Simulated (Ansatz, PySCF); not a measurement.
Here is a job for PySCF.
```python
from pyscf import gto, scf, dft

mol = gto.Mole()
mol.atom = '''
    O    -0.000000   -0.000000   -0.604951
    O     0.000000    0.000000    0.604951
'''
mol.basis = 'sto-3g'
mol.charge = 0
mol.spin = 0
mol.verbose = 3
mol.build()

mf = dft.RKS(mol)
mf.xc = 'camb3lyp'
mf.grids.atom_grid = (99, 590)
mf.grids.prune = None
mf.kernel()
```

Task: Write the same job for Ansatz (an electronic-structure program).

Result: This is not unique; one that fits is 
Ansatz 0.2 input:
```yaml
crystal:
  periodic: [false, false, false]
  atoms:
    - {symbol: O, position_ang: [-0.00000000, -0.00000000, -0.60495136]}
    - {symbol: O, position_ang: [0.00000000, 0.00000000, 0.60495136]}
basis:
  gaussian:
    orbitals: STO-3G
hamiltonian:
  xc: cam_b3lyp
accuracy: high
```

Both were run: PySCF gave -148.147470 Eh and Ansatz -148.147471 Eh, 0.000 mEh apart.
